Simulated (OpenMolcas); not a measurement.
**Levels of Sb⁴⁺ by method**

| Item | Value |
| --- | --- |
| Program | OpenMolcas |
| Basis | ANO-R3 [8s7p5d3f2g1h] |
| Scalar Hamiltonian | X2C, finite nucleus |
| Active space | 1 electron in 4 orbitals (5s 5p) |
| State averaging | 2S+1 = 2 even, 1 root; 2S+1 = 2 odd, 3 roots |
| Spin-orbit coupling | RASSI with atomic mean-field integrals over the reference wave functions, term energies averaged over their components |

Methods on the same reference wave functions:
A. CASSCF
B. SS-CASPT2, IPEA 0.25 Eh, imaginary shift 0.1 Eh (closed shells correlated: 4d)

Energies in cm⁻¹ above 5s ²S_1/2, the measured ground level; measured values from Moore, Atomic Energy Levels, vol. III, NSRDS-NBS 35 (1971 reprint of NBS Circular 467, 1958).

```
     Level      A      B  Measured
 5s ²S_1/2    0.0    0.0       0.0
5p ²P°_1/2  80183  83217     81566
5p ²P°_3/2  87514  90549     90553
```

Deviations, from unrounded energies. A percentage is the sum of absolute deviations over the sum of measured energies, with the sign that they share, or ± where signs differ.

```csv
Against measurement,Levels,A,B
mean absolute deviation (cm-1),2,2200,830
other configurations (%),2,-2.6,±1.0
```

B lies closest to measurement on these levels. The largest miss of B in the table is 5p ²P°_1/2, by +1700 cm-1. The ranking rests on the paired levels alone, and a cruder setting can come out closer through cancelling errors.

The lowest spin-free term lies below A's lowest term by 0.438 hartree in B.

With one active electron the reference holds no correlation, so core polarisation is missing (holds for A). With one active electron, CASPT2 adds the correlation within the correlated inactive shells and between them and that electron, and leaves the splitting within a term as the reference gives it (holds for B). Computed and measured levels are paired by configuration, term and J; levels that our copy of the source lacks, or whose pairing is in doubt (as where it misses far off the trend of its configuration), stay unpaired and out of the deviations. Only configurations of the active space appear.

° marks odd parity.
